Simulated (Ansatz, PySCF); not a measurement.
Gas-phase reaction (SMILES): C=C(C)C(=O)[SiH3] + 7 [H][H] (H2) -> 4 C (CH4) + O (H2O) + [SiH4] (SiH4); energy of full hydrogenation.

Structures are relaxed separately at B3LYP-D3(BJ)/def2-TZVP in Ansatz (an electronic-structure program), one conformer each, not searched for the lowest. Cores are frozen in the correlated levels unless marked. No spin-orbit coupling. No relativistic terms. Basis-set limits of correlation are two-point, X^-3; Hartree-Fock from the larger set. Unstable Hartree-Fock reference: C=C(C)C(=O)[SiH3]. Thermal terms are rigid-rotor harmonic-oscillator values from B3LYP-D3(BJ) frequencies (Ansatz or PySCF) at 298.15 K and 1 atm. 1 Eh = 627.5095 kcal/mol.

```json
[
 {"species": "C=C(C)C(=O)[SiH3]", "E, CCSD(T)/CBS(cc-pV(T+d)Z,cc-pV(Q+d)Z) (Ansatz) (Eh)": "-521.21265", "E, wB97X-V/def2-TZVPD (Ansatz) (Eh)": "-521.89428", "H - E (Eh)": "0.11327"},
 {"species": "[H][H] (H2)", "E, CCSD(T)/CBS(cc-pV(T+d)Z,cc-pV(Q+d)Z) (Ansatz) (Eh)": "-1.17450", "E, wB97X-V/def2-TZVPD (Ansatz) (Eh)": "-1.17238", "H - E (Eh)": "0.01336"},
 {"species": "C (CH4)", "E, CCSD(T)/CBS(cc-pV(T+d)Z,cc-pV(Q+d)Z) (Ansatz) (Eh)": "-40.45816", "E, wB97X-V/def2-TZVPD (Ansatz) (Eh)": "-40.51531", "H - E (Eh)": "0.04840"},
 {"species": "O (H2O)", "E, CCSD(T)/CBS(cc-pV(T+d)Z,cc-pV(Q+d)Z) (Ansatz) (Eh)": "-76.37426", "E, wB97X-V/def2-TZVPD (Ansatz) (Eh)": "-76.43464", "H - E (Eh)": "0.02495"},
 {"species": "[SiH4] (SiH4)", "E, CCSD(T)/CBS(cc-pV(T+d)Z,cc-pV(Q+d)Z) (Ansatz) (Eh)": "-291.45815", "E, wB97X-V/def2-TZVPD (Ansatz) (Eh)": "-291.83995", "H - E (Eh)": "0.03520"}
]
```

**Question.** Work out ΔE and ΔH at 298.15 K at the first level, then ΔH at the second.

**Answer.** 
1. ΔE = [4×(-40.45816) + (-76.37426) + (-291.45815)] - [(-521.21265) + 7×(-1.17450)] = -0.23090 Eh = -144.9 kcal/mol at CCSD(T)/CBS(cc-pV(T+d)Z,cc-pV(Q+d)Z).
2. The terms H - E add up to 0.04696 Eh, so ΔH = (-0.23090 + (0.04696))×627.5095 = -115.4 kcal/mol.
3. At wB97X-V/def2-TZVPD the same steps give ΔE = -147.4 and ΔH = -117.9 kcal/mol, a shift of -2.5 from the first level.
4. These values are not checked against measurement here, since the tables used lack a sound gas-phase enthalpy of formation for at least one species.
